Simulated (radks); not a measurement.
Spherical jellium clusters: N electrons in a uniform positive sphere of charge N and radius rs N^(1/3), rs = 5.25 bohr. Calculated with a radial shooting solver with Libxc functionals: non-relativistic Kohn-Sham, LDA (Slater exchange, Perdew-Wang correlation), spin-polarised, spherical densities. Levels are named by radial order and angular momentum (1s, 1p, 1d, 2s, ...), and open shells are averaged over m.

N = 29, configuration 1s2 1p6 1d10 2s2 1f(up 7, down 2). This is the lowest configuration that the search found. Occupied and some empty levels:

| level | occupation | eigenvalue (eV) | <r> (bohr) |
|---|---|---|---|
| 1s up | 1 | -3.8472 | 9.887 |
| 1s down | 1 | -3.7397 | 9.302 |
| 1p up | 3 | -3.4885 | 11.56 |
| 1p down | 3 | -3.3344 | 11.33 |
| 1d up | 5 | -3.0240 | 12.58 |
| 1d down | 5 | -2.8497 | 12.52 |
| 2s up | 1 | -2.7659 | 9.468 |
| 2s down | 1 | -2.6881 | 9.852 |
| 1f up | 7 | -2.4603 | 13.38 |
| 1f down | 2 | -2.2796 | 13.41 |
| 2p up | 0 | -2.0156 | 10.96 |
| 2p down | 0 | -1.9391 | 11.06 |
| 1g up | 0 | -1.8095 | 14.09 |
| 1g down | 0 | -1.6312 | 14.19 |
| 2d up | 0 | -1.2657 | 12.80 |
| 2d down | 0 | -1.1795 | 12.87 |

Energy (eV): total -53.3081, kinetic 31.489, external -1696.0, Hartree 845.56, exchange-correlation -85.661, background 851.28.
